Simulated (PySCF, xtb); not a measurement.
C3H8O2Si, SMILES C/C=C/O[SiH2]O. One conformer was computed; it need not be the lowest.

Harmonic wavenumbers (cm⁻¹) from GFN2-xTB run with xtb 6.7.1 at its own minimum, in rising order: 16, 52, 122, 166, 215, 272, 300, 346, 427, 559, 640, 733, 757, 771, 782, 822, 905, 968, 992, 1043, 1130, 1204, 1251, 1312, 1403, 1479, 1488, 1727, 2336, 2357, 2995, 3012, 3016, 3043, 3084, 3664.

What does B3LYP-D3(BJ)/def2-SVP run with PySCF give at its own minimum? (An estimate is asked for; the answer gives what the named calculation found.)

47, 61, 131, 205, 236, 291, 321, 372, 447, 652, 776, 821, 827, 858, 906, 938, 946, 954, 977, 1052, 1134, 1221, 1281, 1357, 1405, 1451, 1467, 1760, 2265, 2271, 3011, 3069, 3105, 3111, 3159, 3870. Paired by order, the mean absolute difference is 51 cm⁻¹ and the zero-point energies are 64.9 and 66.8 kcal/mol.
